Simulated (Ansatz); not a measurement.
ClH6NSi2 can be A, `[SiH3]N[SiH2]Cl`, or B, `N[SiH]([SiH3])Cl`.

Computed with Ansatz on PBE0-D4/def2-TZVP structures; ΔE is electronic, products minus reactants. CCSD(T)/CBS is the MP2 limit (def2-TZVPP, def2-QZVPP) plus CCSD(T) − MP2 in def2-TZVPP, frozen cores. DFT in def2-TZVPP. One conformer a species, not always the lowest.

Problem. Which is lower in electronic energy at CCSD(T)/CBS, and by how much? (Estimate.)

Solution. Ansatz gave: A, by 56.2 kJ/mol.

Problem. Give E(B) − E(A) in kJ/mol with PBE-D4, BLYP-D4, CCSD(T)/def2-TZVPP, CCSD/def2-TZVPP, MP2/def2-TZVPP, CCSD(T)/def2-SVP, HF/def2-TZVPP. (Estimate.)

Solution. The calculation gave: PBE-D4 33.7, BLYP-D4 47.7, CCSD(T)/def2-TZVPP 57.3, CCSD/def2-TZVPP 59.4, MP2/def2-TZVPP 64.3, CCSD(T)/def2-SVP 57.1, HF/def2-TZVPP 72.2. None reverses the order clearly.

Problem. Does the order hold for the free energy at 298.15 K (harmonic terms from PBE0-D4)? (Best estimate.)

Solution. The calculation gave: Yes: G(B) − G(A) = +59.6 kJ/mol, for one conformer each. Modes under 60 cm⁻¹, often nearly free rotors, make the harmonic entropy too high.

Largest T1 diagnostic: 0.011.

From PBE to PBE0 (25 % exact exchange), in def2-TZVPP and without D4, E(B) − E(A) moves by +7.3 kJ/mol. In def2-TZVPP, CCSD(T) changes the Hartree–Fock value by −14.8 kJ/mol (the triples alone add −2.1 kJ/mol) and MP2 by −7.9 kJ/mol.
